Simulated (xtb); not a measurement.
B(CCH)3 (C6H3B), SMILES C#CB(C#C)C#C. All values are semi-empirical tight-binding results from xtb (GFN2-xTB unless named), good for trends rather than for accurate numbers. The structure is a stationary point at GFN2-xTB.

Optimised geometry:

```xyz
10

B      0.0000     0.0000     0.0000
C     -1.5097     0.0000     0.0000
C     -2.7146     0.0000     0.0000
H     -3.7666     0.0000     0.0000
C      0.7549     1.3075     0.0000
C      1.3573     2.3509     0.0000
H      1.8833     3.2620     0.0000
C      0.7549    -1.3075     0.0000
C      1.3573    -2.3509     0.0000
H      1.8833    -3.2620     0.0000
```

The point group as xtb finds it is D3h and the orbital gap is 3.30 eV. The dipole moment comes out as 0.00 D and the zero-point energy is 37.2 kcal/mol. The G − E(el) at 298.15 K (modified RRHO) comes out as 17.9 kcal/mol, the static polarisability (D4 model) is 69.7 bohr³ and the solvation energy, GFN2-xTB/ALPB(water) is -2.3 kcal/mol. The solvation energy, GFN2-xTB/ALPB(acetonitrile) comes out as -7.5 kcal/mol.

Computed IR lines (harmonic; lines under 4 % of the strongest left out, lines within 3 cm⁻¹ merged):
ν (cm⁻¹): 518 (w), 667 (m), 710 (m), 1139 (vs), 2193 (vs) (against the strongest line: vs over 80 %, s over 45 %, m over 15 %, w over 4 %, vw less)

### Question
Give the atomic charges and the Wiberg bond orders between heavy atoms. (An estimate is asked for; the answer gives what the named calculation found.)

### Answer
charges (e) B1 0.26, C2 -0.08, C3 -0.08, H4 0.07, C5 -0.08, C6 -0.08, H7 0.07, C8 -0.08, C9 -0.08, H10 0.07. Bond orders B1–C2 1.04, C2–C3 2.84, B1–C5 1.04, C5–C6 2.84, B1–C8 1.04, C8–C9 2.84.
